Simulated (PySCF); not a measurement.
tin monoxide (OSn), singlet, geometry from GFN2-xTB (such geometries of metal compounds can be far from the true shape) (core potentials on Sn), with bond 1-2 at 1.3 times its length; PBE/def2-TZVP (PySCF).

PySCF was given this input:
```python
from pyscf import gto, scf, dft

mol = gto.Mole()
mol.atom = '''
    Sn    0.000000    0.000000   -0.789918
    O     0.000000    0.000000    1.554957
'''
mol.basis = 'def2-tzvp'
mol.ecp = {'Sn': 'def2-tzvp'}
mol.charge = 0
mol.spin = 0
mol.verbose = 4
mol.build()

mf = dft.RKS(mol)
mf.xc = 'pbe'
mf.conv_tol_grad = 1e-3
mf.kernel()
mf.analyze()
```

**Question.** What does PySCF print? Leave out banner, timings and long lists.

**Answer.** 
```
PySCF version 2.14.0

[INPUT] verbose = 4
[INPUT] num. atoms = 2
[INPUT] num. electrons = 30
[INPUT] charge = 0
[INPUT] spin (= nelec alpha-beta = 2S) = 0
[INPUT] symmetry False subgroup None
[INPUT] Mole.unit = angstrom
[INPUT] Symbol           X                Y                Z      unit          X                Y                Z       unit  Magmom
[INPUT]  1 Sn     0.000000000000   0.000000000000  -0.789918000000 AA    0.000000000000   0.000000000000  -1.492728680864 Bohr   0.0
[INPUT]  2 O      0.000000000000   0.000000000000   1.554957000000 AA    0.000000000000   0.000000000000   2.938442865475 Bohr   0.0

nuclear repulsion = 39.7186157564561
number of shells = 27
number of NR pGTOs = 137
number of NR cGTOs = 81
basis = def2-tzvp
ecp = {'Sn': 'def2-tzvp'}

******** <class 'pyscf.dft.rks.RKS'> ********
method = RKS
initial guess = minao
damping factor = 0
level_shift factor = 0
DIIS = <class 'pyscf.scf.diis.CDIIS'>
diis_start_cycle = 1
diis_space = 8
diis_damp = 0
SCF conv_tol = 1e-09
SCF conv_tol_grad = 0.001
SCF max_cycles = 50
direct_scf = True
direct_scf_tol = 1e-13
XC library pyscf.dft.libxc version 7.1.2
    S. Lehtola, C. Steigemann, M. J. T. Oliveira, and M. A. L. Marques,  SoftwareX 7, 1–5 (2018)
XC functionals = pbe
    J. P. Perdew, K. Burke, and M. Ernzerhof,  Phys. Rev. Lett. 77, 3865 (1996)
    J. P. Perdew, K. Burke, and M. Ernzerhof,  Phys. Rev. Lett. 78, 1396 (1997)
    J. P. Perdew, K. Burke, and M. Ernzerhof,  Phys. Rev. Lett. 77, 3865 (1996)
    J. P. Perdew, K. Burke, and M. Ernzerhof,  Phys. Rev. Lett. 78, 1396 (1997)
radial grids:
    Treutler-Ahlrichs [JCP 102, 346 (1995); DOI:10.1063/1.469408] (M4) radial grids

becke partition: Becke, JCP 88, 2547 (1988); DOI:10.1063/1.454033
pruning grids: <function nwchem_prune>
grids dens level: 3
symmetrized grids: False
atomic radii adjust function: <function treutler_atomic_radii_adjust>
small_rho_cutoff = 0
Initial guess from minao.
tot grids = 36040
init E= -252.719650064578
  HOMO = -0.660358558656846  LUMO = -0.597416861474138  gap/eV = 1.71273
cycle= 1 E= -285.335523257506  delta_E= -32.6  |g|= 4.24  |ddm|= 29.9
  HOMO = 0.113297407655806  LUMO = 0.127650872725887  gap/eV = 0.39058
cycle= 2 E= -228.228625793555  delta_E= 57.1  |g|= 11.6  |ddm|= 13.3
  HOMO = -0.379847526974483  LUMO = -0.119766672047465  gap/eV = 7.07716
cycle= 3 E= -287.307714826248  delta_E= -59.1  |g|= 3.06  |ddm|= 10.5
  HOMO = -0.0666561406079254  LUMO = 0.0536472407456026  gap/eV = 3.27362
cycle= 4 E= -284.22603325452  delta_E= 3.08  |g|= 3.07  |ddm|= 3.28
  HOMO = -0.295473708499397  LUMO = -0.0755060375356074  gap/eV = 5.98563
cycle= 5 E= -287.924377095624  delta_E= -3.7  |g|= 2.29  |ddm|= 3.09
  HOMO = -0.321429542514338  LUMO = -0.109596212389102  gap/eV = 5.76428
cycle= 6 E= -288.709176894057  delta_E= -0.785  |g|= 1.61  |ddm|= 1.62
  HOMO = -0.196516662504647  LUMO = -0.142756824651128  gap/eV = 1.46288
cycle= 7 E= -288.191231103161  delta_E= 0.518  |g|= 2.24  |ddm|= 2.11
  HOMO = -0.18122949989757  LUMO = -0.0803763772817528  gap/eV = 2.74435
cycle= 8 E= -285.144734675606  delta_E= 3.05  |g|= 3.04  |ddm|= 1.14
  HOMO = -0.180025034246331  LUMO = -0.0790291182965204  gap/eV = 2.74824
cycle= 9 E= -285.148200266839  delta_E= -0.00347  |g|= 3.04  |ddm|= 0.0154
  HOMO = -0.193289708904183  LUMO = -0.0905681102618295  gap/eV = 2.79520
cycle= 10 E= -285.067046932346  delta_E= 0.0812  |g|= 3.04  |ddm|= 0.156
  HOMO = -0.192870020967911  LUMO = -0.141724462162212  gap/eV = 1.39174
cycle= 11 E= -288.549079233653  delta_E= -3.48  |g|= 1.93  |ddm|= 1.42
  HOMO = -0.180154851197134  LUMO = -0.124619174185097  gap/eV = 1.51120
cycle= 12 E= -288.458608761032  delta_E= 0.0905  |g|= 2.03  |ddm|= 0.266
  HOMO = -0.184262049390096  LUMO = -0.129225598198438  gap/eV = 1.49762
cycle= 13 E= -287.921868774237  delta_E= 0.537  |g|= 2.42  |ddm|= 0.324
  HOMO = -0.213819111255978  LUMO = -0.143285946117211  gap/eV = 1.91931
cycle= 14 E= -289.392044134284  delta_E= -1.47  |g|= 0.286  |ddm|= 1.34
  HOMO = -0.203239941928037  LUMO = -0.141532353947527  gap/eV = 1.67915
cycle= 15 E= -289.41408794075  delta_E= -0.022  |g|= 0.0336  |ddm|= 0.196
  HOMO = -0.204867694982047  LUMO = -0.142930030010562  gap/eV = 1.68541
cycle= 16 E= -289.414171712529  delta_E= -8.38e-05  |g|= 0.0278  |ddm|= 0.022
  HOMO = -0.204933299145271  LUMO = -0.142767094945583  gap/eV = 1.69163
cycle= 17 E= -289.414286718281  delta_E= -0.000115  |g|= 0.0167  |ddm|= 0.00728
  HOMO = -0.205232015774003  LUMO = -0.142746504958039  gap/eV = 1.70032
cycle= 18 E= -289.414354187614  delta_E= -6.75e-05  |g|= 0.00123  |ddm|= 0.00853
  HOMO = -0.205251942154135  LUMO = -0.142748737652517  gap/eV = 1.70080
cycle= 19 E= -289.414354540425  delta_E= -3.53e-07  |g|= 0.000138  |ddm|= 0.000573
  HOMO = -0.205256345363148  LUMO = -0.142748801130807  gap/eV = 1.70092
cycle= 20 E= -289.414354545432  delta_E= -5.01e-09  |g|= 4.17e-06  |ddm|= 9.25e-05
  HOMO = -0.20525595514788  LUMO = -0.142748511027127  gap/eV = 1.70091
cycle= 21 E= -289.414354545437  delta_E= -5.4e-12  |g|= 1.08e-06  |ddm|= 5.52e-06
  HOMO = -0.205256085546892  LUMO = -0.142748663973349  gap/eV = 1.70091
Extra cycle  E= -289.414354545437  delta_E= 2.27e-13  |g|= 1.37e-06  |ddm|= 3.29e-06
converged SCF energy = -289.414354545437
**** SCF Summaries ****
Total Energy =                        -289.414354545437163
Nuclear Repulsion Energy =              39.718615756456110
One-electron Energy =                 -559.144227872619922
Two-electron Energy =                  230.011257570726627
Two-electron Coulomb Energy =          256.376342195156440
DFT Exchange-Correlation Energy =      -26.365084624429809
HOMO-LUMO gap [eV] =                     1.700913577552572
**** MO energy ****
MO #1   energy= -18.7238263275346  occ= 2
MO #2   energy= -4.93791961299414  occ= 2
MO #3   energy= -3.32055445490629  occ= 2
MO #4   energy= -3.32055445490629  occ= 2
MO #5   energy= -3.31152165798982  occ= 2
MO #6   energy= -0.982821732902457 occ= 2
MO #7   energy= -0.982821488202728 occ= 2
MO #8   energy= -0.97462402442775  occ= 2
MO #9   energy= -0.974624024427733 occ= 2
MO #10  energy= -0.972918208745355 occ= 2
MO #11  energy= -0.738674184060507 occ= 2
MO #12  energy= -0.414907982921349 occ= 2
MO #13  energy= -0.227815795214291 occ= 2
MO #14  energy= -0.2052560855469   occ= 2
MO #15  energy= -0.205256085546892 occ= 2
MO #16  energy= -0.142748663973349 occ= 0
MO #17  energy= -0.142748663973336 occ= 0
MO #18  energy= -0.0729551403720308 occ= 0
MO #19  energy= 0.0805444555267372 occ= 0
MO #20  energy= 0.0805444555267719 occ= 0
MO #21  energy= 0.0937736061620823 occ= 0
MO #22  energy= 0.135880934172658  occ= 0
MO #23  energy= 0.135880977837692  occ= 0

WARN: Weak orthogonality for localized orbitals 2.5235403514495123e-09

Dipole moment(X, Y, Z, Debye): -0.00000, -0.00000, -5.54251
```
